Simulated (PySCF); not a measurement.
**Excitation energy of Mg by level of theory**

Mg [Ne] 3s2 (1S) → Mg [Ne] 3d2 (3F), as a difference of total energies. All numbers are calculated (PySCF 2.14, the spin-free X2C one-electron Hamiltonian (Gaussian nucleus), in aug-cc-pCVTZ-DK with one added diffuse shell each of s, p, d, f type (9s8p6d4f, 91 functions)). Correlated levels: valence: [Ne] frozen; valence and next inner shell: 1s2 frozen; nothing frozen. The calculations carry no spin-orbit coupling.

```json
{"method": "UHF", "excitation energy (eV)": "13.050"}
{"method": "LDA", "excitation energy (eV)": "13.653"}
{"method": "PBE", "excitation energy (eV)": "13.214"}
{"method": "PBE0", "excitation energy (eV)": "13.346"}
{"method": "r2SCAN", "excitation energy (eV)": "13.175"}
{"method": "wB97X", "excitation energy (eV)": "13.688"}
{"method": "TPSS", "excitation energy (eV)": "13.088"}
{"method": "PBEsol", "excitation energy (eV)": "13.181"}
{"method": "B2PLYP", "excitation energy (eV)": "13.734"}
{"method": "MP2 (valence)", "excitation energy (eV)": "13.570"}
{"method": "SCS-MP2 (valence)", "excitation energy (eV)": "13.786"}
{"method": "MP2 (valence and next inner shell)", "excitation energy (eV)": "13.855"}
{"method": "SCS-MP2 (valence and next inner shell)", "excitation energy (eV)": "14.007"}
{"method": "MP2 (all electrons)", "excitation energy (eV)": "13.852"}
{"method": "SCS-MP2 (all electrons)", "excitation energy (eV)": "14.005"}
```

How much does correlation contribute at MP2 (all electrons)?

13.852 − (13.050) = 0.802 eV, measured against UHF.

The upper state lies above the first ionisation limit, where it may autoionise and the basis confines it.

The promoted electron is Rydberg-like, and one or two diffuse shells describe it only roughly, which tends to raise the upper state.
